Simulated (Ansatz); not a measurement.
Basis sets compared for Ca4O4. The state is a singlet with charge 0. Geometry PBE-D4/def2-SVP. Ansatz on 4 threads of Intel Xeon Platinum 8259CL on a shared host; times are rough, and most runs start from earlier orbitals.

```xyz
8

Ca    1.370   -1.891   -1.442
Ca   -1.215   -1.993    1.461
Ca   -1.336    1.893    1.471
Ca    1.177    1.991   -1.494
O    -0.105    2.608   -0.011
O     0.107   -2.607    0.013
O    -1.711   -0.065    1.971
O     1.714    0.065   -1.970
```

The 6-31G sets use Cartesian d functions. The structure comes from a short search, and lower isomers may exist.

Binding counts from free atoms (Ca singlet, O triplet) in the same basis, without a counterpoise term.

```json
{"level": "HF/STO-3G", "functions": "72", "energy (Eh)": "-2974.8584", "HOMO (eV)": "-3.73", "LUMO (eV)": "3.40", "binding per atom (eV)": "-1.07", "wall time": "1.4 s"}
{"level": "HF/6-31G", "functions": "152", "energy (Eh)": "-3006.5454", "HOMO (eV)": "-7.68", "LUMO (eV)": "0.94", "binding per atom (eV)": "2.00", "wall time": "2.4 s"}
{"level": "PBE-D4/def2-SVP", "functions": "152", "energy (Eh)": "-3009.8565", "HOMO (eV)": "-3.32", "LUMO (eV)": "-1.36", "binding per atom (eV)": "4.18", "wall time": "3.1 s"}
{"level": "PBE-D4/def2-TZVP (with forces)", "functions": "268", "energy (Eh)": "-3010.5475", "HOMO (eV)": "-3.39", "LUMO (eV)": "-1.39", "binding per atom (eV)": "4.06", "wall time": "6.5 s"}
{"level": "B97M-V/def2-TZVP", "functions": "268", "energy (Eh)": "-3010.9265", "HOMO (eV)": "-3.62", "LUMO (eV)": "-1.34", "binding per atom (eV)": "3.81", "wall time": "19 s"}
{"level": "PBE0-D4/def2-SVP", "functions": "152", "energy (Eh)": "-3009.9946", "HOMO (eV)": "-4.66", "LUMO (eV)": "-0.76", "binding per atom (eV)": "3.86", "wall time": "4 s"}
{"level": "PBE0-D4/def2-TZVP (with forces)", "functions": "268", "energy (Eh)": "-3010.6797", "HOMO (eV)": "-4.72", "LUMO (eV)": "-0.78", "binding per atom (eV)": "3.75", "wall time": "14 s"}
```

Question: Estimate the rows for PBE-D4/def2-TZVPD, B97M-V/def2-TZVPD, PBE0-D4/def2-TZVPD.

Answer: 
```tsv
level	functions	energy (Eh)	HOMO (eV)	LUMO (eV)	binding per atom (eV)	wall time
PBE-D4/def2-TZVPD	304	-3010.5521	-3.40	-1.38	4.06	6.5 s
B97M-V/def2-TZVPD	304	-3010.9307	-3.64	-1.34	3.81	25 s
PBE0-D4/def2-TZVPD	304	-3010.6845	-4.73	-0.78	3.76	11 s
```
